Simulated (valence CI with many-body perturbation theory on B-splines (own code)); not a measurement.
E1 transitions of I XXIII

Method: configuration interaction combined with many-body perturbation theory (CI+MBPT): three valence electrons over a frozen Dirac-Fock core [Ar] 3d10, radial functions for each j: 11 s, 11 p, 9 d, 7 f, 5 g, 2 h, 1 i, with the one-electron correlation potential Σ1 (screened to all orders), the two-electron term Σ2, the three-electron term Σ3, Breit, model QED; selected single and double excitations, second order for the rest (own B-spline code, finite nucleus).

No measured spectrum was set against this ion. As an estimate, levels hold to about 250 cm⁻¹ or 0.2 % of their energy and the worst to 1 %, as in measured heavy ions of charge 2 to 7; those with d or f electrons hold less well.

Lines 151 to 200 of 266 in falling wavelength, among levels below 1920800 cm⁻¹, chosen from the strongest by gf and those to the six lowest levels. Wavelengths and rates use the calculated energies, so an error of 2000 cm⁻¹ moves a line at 13.76 nm by 0.28 % and its rate by three times that or more. Electric multipoles are in the length gauge, E1 and E2 with the static RPA response of the core. Weak lines are less certain than strong ones. Lines between different terms over intervals too small for the method are left out, as are lines whose strength nearly cancels. Where a level lies close to another of its J and parity, the split of strength between their lines is uncertain. The highest levels of a list are the least certain.

Levels are named by their leading jj configuration (3d3/2^4 stands for four electrons in 3d with j = 3/2), which in mixed levels can hold well under half, so a name can repeat and another be missing. Letters in brackets count levels of one name in rising energy.

| λ vac (nm) | Upper | Lower | A (s⁻¹) | log gf | Branch % |
| --- | --- | --- | --- | --- | --- |
| 13.76 | (4p1/2 4p3/2 4d3/2) J=3/2 [b] | (4p1/2 4p3/2^2) J=3/2 | 1.79e+10 | -0.69 | 6.4 |
| 13.73 | (4s 4p3/2 4d5/2) J=3/2 [b] | (4s 4p3/2^2) J=3/2 | 1.50e+11 | 0.23 | 49.9 |
| 13.62 | (4s^2 4d5/2) J=5/2 | (4s^2 4p3/2) J=3/2 | 1.68e+11 | 0.45 | 100.0 |
| 13.60 | (4p1/2 4p3/2^2) J=1/2 | (4s 4p1/2^2) J=1/2 | 5.46e+08 | -2.52 | 0.7 |
| 13.58 | (4s 4p3/2 4d5/2) J=5/2 [b] | (4s 4p3/2^2) J=3/2 | 2.52e+11 | 0.62 | 78.0 |
| 13.57 | (4s 4p3/2 4d5/2) J=3/2 [c] | (4s 4p3/2^2) J=1/2 | 1.76e+11 | 0.29 | 69.5 |
| 13.54 | (4s 4p1/2 4d5/2) J=5/2 [a] | (4s 4p1/2 4p3/2) J=3/2 [a] | 1.02e+11 | 0.23 | 75.8 |
| 13.53 | (4p3/2^3) J=3/2 [a] | (4s 4p1/2 4p3/2) J=3/2 [a] | 1.22e+09 | -1.87 | 1.0 |
| 13.43 | (4s^2 4f5/2) J=5/2 | (4s^2 4d5/2) J=5/2 | 1.92e+10 | -0.51 | 7.4 |
| 13.41 | (4s^2 4f7/2) J=7/2 | (4s^2 4d5/2) J=5/2 | 2.31e+11 | 0.70 | 98.7 |
| 13.41 | (4s 4p3/2 4d3/2) J=1/2 [a] | (4s 4p1/2 4p3/2) J=3/2 [b] | 2.12e+09 | -1.94 | 1.3 |
| 13.39 | (4p1/2 4p3/2 4d5/2) J=5/2 [c] | (4p1/2 4p3/2^2) J=5/2 | 2.05e+10 | -0.48 | 8.5 |
| 13.38 | (4s 4p3/2 4d3/2) J=5/2 [a] | (4s 4p1/2 4p3/2) J=3/2 [b] | 6.73e+08 | -1.97 | 0.3 |
| 13.36 | (4s 4p1/2 4d3/2) J=1/2 | (4s 4p1/2 4p3/2) J=3/2 [a] | 4.38e+09 | -1.63 | 1.7 |
| 13.34 | (4p3/2^3) J=3/2 [b] | (4s 4p1/2 4p3/2) J=3/2 [a] | 2.92e+10 | -0.51 | 17.4 |
| 13.34 | (4s 4p3/2 4d3/2) J=3/2 | (4s 4p1/2 4p3/2) J=3/2 [b] | 3.47e+09 | -1.43 | 1.9 |
| 13.32 | (4s 4p1/2 4d3/2) J=3/2 | (4s 4p1/2^2) J=1/2 | 1.07e+09 | -1.94 | 9.2 |
| 13.29 | (4p1/2 4p3/2 4d5/2) J=5/2 [c] | (4p1/2 4p3/2^2) J=3/2 | 7.42e+10 | 0.07 | 30.7 |
| 13.18 | (4s 4p3/2 4d5/2) J=7/2 [b] | (4s 4p3/2^2) J=5/2 | 4.47e+10 | -0.03 | 51.5 |
| 13.13 | (4s 4p1/2 4d5/2) J=5/2 [b] | (4s 4p1/2 4p3/2) J=5/2 | 7.61e+08 | -1.93 | 0.8 |
| 13.04 | (4s^2 4f5/2) J=5/2 | (4s^2 4d3/2) J=3/2 | 2.36e+11 | 0.56 | 90.5 |
| 12.93 | (4s 4p3/2 4d5/2) J=3/2 [a] | (4s 4p1/2 4p3/2) J=1/2 | 1.56e+11 | 0.19 | 66.6 |
| 12.88 | (4s 4p1/2 4d5/2) J=3/2 | (4s 4p1/2 4p3/2) J=5/2 | 2.88e+09 | -1.54 | 1.5 |
| 12.85 | (4s 4p3/2 4d5/2) J=5/2 [a] | (4s 4p1/2 4p3/2) J=3/2 [b] | 6.92e+07 | -2.99 | 0.1 |
| 12.84 | (4s 4p3/2 4d5/2) J=7/2 [c] | (4s 4p3/2^2) J=5/2 | 1.63e+11 | 0.51 | 75.2 |
| 12.72 | (4p1/2 4p3/2 4d5/2) J=3/2 [a] | (4p1/2^2 4p3/2) J=3/2 | 2.60e+10 | -0.60 | 22.0 |
| 12.71 | (4s 4p1/2 4f5/2) J=5/2 | (4s 4p1/2 4d3/2) J=3/2 | 1.39e+11 | 0.30 | 92.1 |
| 12.70 | (4p1/2 4p3/2 4d5/2) J=5/2 [a] | (4p1/2^2 4p3/2) J=3/2 | 2.38e+10 | -0.46 | 22.1 |
| 12.59 | (4s 4p1/2 4d5/2) J=5/2 [b] | (4s 4p1/2 4p3/2) J=3/2 [a] | 6.53e+09 | -1.03 | 6.7 |
| 12.45 | (4s 4p3/2 4d3/2) J=5/2 [a] | (4s 4p1/2 4p3/2) J=5/2 | 1.25e+11 | 0.24 | 59.2 |
| 12.43 | (4p3/2^2 4d3/2) J=1/2 | (4p1/2 4p3/2^2) J=3/2 | 1.05e+11 | -0.31 | 61.5 |
| 12.42 | (4s 4p3/2 4d5/2) J=3/2 [a] | (4s 4p1/2 4p3/2) J=3/2 [b] | 2.15e+10 | -0.70 | 9.2 |
| 12.41 | (4s 4p3/2 4d5/2) J=7/2 [a] | (4s 4p1/2 4p3/2) J=5/2 | 1.81e+11 | 0.52 | 91.1 |
| 12.41 | (4s 4p3/2 4d3/2) J=3/2 | (4s 4p1/2 4p3/2) J=5/2 | 4.40e+10 | -0.39 | 23.7 |
| 12.38 | (4p3/2^2 4d3/2) J=3/2 | (4p1/2 4p3/2^2) J=5/2 | 3.13e+10 | -0.54 | 11.8 |
| 12.36 | (4s 4p1/2 4d5/2) J=3/2 | (4s 4p1/2 4p3/2) J=3/2 [a] | 1.42e+10 | -0.89 | 7.6 |
| 12.33 | (4p3/2^2 4d3/2) J=5/2 | (4p1/2 4p3/2^2) J=5/2 | 1.02e+11 | 0.14 | 37.3 |
| 12.30 | (4p3/2^2 4d3/2) J=3/2 | (4p1/2 4p3/2^2) J=3/2 | 1.65e+11 | 0.17 | 61.9 |
| 12.25 | (4p1/2 4p3/2 4d5/2) J=5/2 [b] | (4p1/2^2 4p3/2) J=3/2 | 1.34e+11 | 0.26 | 49.5 |
| 12.24 | (4p3/2^2 4d3/2) J=5/2 | (4p1/2 4p3/2^2) J=3/2 | 1.11e+11 | 0.18 | 40.9 |
| 12.19 | (4p1/2 4p3/2 4d3/2) J=3/2 [b] | (4p1/2^2 4p3/2) J=3/2 | 1.89e+11 | 0.23 | 68.0 |
| 12.19 | (4p3/2^3) J=3/2 [a] | (4s 4p1/2^2) J=1/2 | 7.42e+10 | -0.18 | 63.3 |
| 12.13 | (4p1/2 4p3/2 4d3/2) J=1/2 [b] | (4p1/2^2 4p3/2) J=3/2 | 1.91e+11 | -0.07 | 73.5 |
| 12.09 | (4p3/2^2 4d3/2) J=7/2 | (4p1/2 4p3/2^2) J=5/2 | 2.26e+11 | 0.60 | 86.5 |
| 12.06 | (4s 4p3/2 4d3/2) J=1/2 [b] | (4s 4p1/2 4p3/2) J=1/2 | 1.08e+11 | -0.33 | 46.3 |
| 12.05 | (4s 4p1/2 4d3/2) J=1/2 | (4s 4p1/2^2) J=1/2 | 2.42e+11 | 0.02 | 96.3 |
| 12.04 | (4p3/2^3) J=3/2 [b] | (4s 4p1/2^2) J=1/2 | 8.96e+10 | -0.11 | 53.5 |
| 11.99 | (4s 4p3/2 4d5/2) J=5/2 [a] | (4s 4p1/2 4p3/2) J=5/2 | 3.47e+07 | -3.35 | 0.0 |
| 11.98 | (4s 4p3/2 4d3/2) J=1/2 [a] | (4s 4p1/2 4p3/2) J=3/2 [a] | 1.64e+11 | -0.15 | 98.0 |
| 11.96 | (4s 4p3/2 4d3/2) J=5/2 [a] | (4s 4p1/2 4p3/2) J=3/2 [a] | 8.25e+10 | 0.03 | 39.2 |

**Question.** How does gf follow from A for the line at 12.43 nm?

**Answer.** gf = 1.4992 × (2J+1)_upper × A / σ², with σ = 804240 cm⁻¹ and 2J+1 = 2: gf = 0.489.
